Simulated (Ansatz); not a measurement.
Stepwise reaction of `[F][Sn][F]` with hydrogen sulfide, as a gas-phase model of exchange steps in deposition or etching. ΔE in kJ/mol.

Calculated with Ansatz (gas phase, PBE0-D4/def2-TZVP geometries, no zero-point term in ΔE). CCSD(T)/CBS is the MP2 limit (def2-TZVPP, def2-QZVPP) plus CCSD(T) − MP2 in def2-TZVPP, frozen cores. This one scheme is used for every species. Functionals use def2-TZVPP. B3LYP here is the variant with VWN-RPA as its local correlation; programs differ in this. def2 core potentials past Kr. For Sn outer-core shells are correlated without core-valence functions, which leaves a few kJ/mol of doubt a bond. Each species was taken in one conformer, which may not be the lowest.

```tsv
step	reaction	PBE-D4	B3LYP-D4	ωB97M-V	CCSD(T)/CBS
1	`[F][Sn][F]` + H₂S → `[F][Sn][SH]` + H–F	6.6	12.4	15.5	8.6
2	`[F][Sn][SH]` + H₂S → `[SH][Sn][SH]` + H–F	0.5	5.5	8.4	-2.2
```

(1) By hand: ΔE of the 2 steps together at CCSD(T)/CBS.

Results:

(1) (8.6) + (-2.2) = 6.4 kJ/mol, or 3.2 kJ/mol a step.

In ΔE each step is lower than the one before. PBE-D4 differs from CCSD(T)/CBS by -2.0 to 2.7 kJ/mol a step. Isolated molecules leave out the surface, adducts and barriers. Largest T1 diagnostic: 0.017.
